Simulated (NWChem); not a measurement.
Molecule: CH8OSi2; SMILES OC[SiH2][SiH3]

```xyz
12

O      0.1145     2.7399    -0.0097
C      0.6858     1.4365    -0.0436
Si    -0.6567     0.0620    -0.0346
Si     0.2519    -2.1109     0.0116
H     -0.3799     2.8161     0.8272
H      1.4213     1.2592     0.7808
H      1.2659     1.3619    -0.9880
H     -1.4994     0.2707     1.2025
H     -1.5595     0.2262    -1.2290
H      1.1007    -2.3501    -1.2104
H     -0.8359    -3.1518     0.0483
H      1.1218    -2.2860     1.2300
```
Atoms are numbered in this order, from 1.

Program: NWChem. All runs use the structure optimised with PBE-D3(BJ)/def2-SVP. Level MN15/def2-SVP: energy and gradient on several grids; changes count from the extra-fine grid, which is no exact limit either.

| grid | size of the energy change (μHa) | largest change of a gradient component (μHa/bohr) | time, medium = 1 (rough) |
|---|---|---|---|
| xcoarse | 20000 | 1000 | about 1 |
| coarse | 400 | 500 | about 1 |
| medium | 30 | 90 | about 1 |
| fine | < 10 | < 30 | about 1 |
| xfine | < 10 | < 30 | 3 |
